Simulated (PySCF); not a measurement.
Job for PySCF: R-HF/3-21G on ZnTe, 2S+1 = 1, a spin state set in the input, which need not be the lowest, a point of a bond scan (R = 2.378 Å).

```python
from pyscf import gto, scf, dft, mp
from pyscf.data.elements import chemcore

mol = gto.M(
    atom='''
    Zn    0.00000000    0.00000000    0.00000000
    Te    0.00000000    0.00000000    2.37816500
    ''',
    basis='3-21g',
    charge=0, spin=0, verbose=3, max_memory=1800)
mf = scf.RHF(mol)
mf.conv_tol = 1e-8
mf.max_cycle = 100
mf.kernel()
if not mf.converged:
    mf = mf.newton().run(mf.mo_coeff, mf.mo_occ)
```

The log:

```
converged SCF energy = -8351.65769909057
```

Self-consistency was reached.

Cost: very roughly 0.20 core-seconds.
